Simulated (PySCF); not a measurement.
A species of formula C4H2F2O2 has this rotational fingerprint, computed with PBE0/def2-SVPD in PySCF (dipole) on a GFN2-xTB geometry, gas phase:

| Quantity | Value |
| --- | --- |
| Rotational constants | A = 3070, B = 2427, C = 1356 MHz |
| Dipole components | \|μa\| = 2.79 D, \|μb\| = 0.00 D, \|μc\| = 0.00 D |
| Inertial defect | 0.00 u·Å² |
| κ | 0.25 |

Problem. Which structure is it? (One computed conformer of each.)
A. `FC1=C(F)OC=CO1`
B. `FC1=COC(F)=CO1`
C. `O1CC(=C(F)C1=O)F`

Solution. A. It is FC1=C(F)OC=CO1, an asymmetric top, point group C2v. The candidates at the same level (rigid rotor, commonest isotopes):

| SMILES | A (MHz) | B (MHz) | C (MHz) | μa (D) | μb (D) | μc (D) | Δ (u·Å²) | point group | rotor |
| --- | --- | --- | --- | --- | --- | --- | --- | --- | --- |
| FC1=C(F)OC=CO1 | 3070 | 2427 | 1356 | 2.79 | 0.00 | 0.00 | 0.00 | C2v | asymmetric top |
| FC1=COC(F)=CO1 | 5613 | 1514 | 1192 | 0.00 | 0.00 | 0.00 | 0.00 | C2h | asymmetric top |
| O=C1OCC(F)=C1F | 3232 | 2059 | 1268 | 3.46 | 2.26 | 0.00 | -3.20 | Cs | asymmetric top |

`FC1=COC(F)=CO1` has A 83 % too high; `O=C1OCC(F)=C1F` has B 15 % too low. In the right answer the symmetry axis of this C2v structure is a, so μb and μc vanish by symmetry. No structure here is proved a minimum.
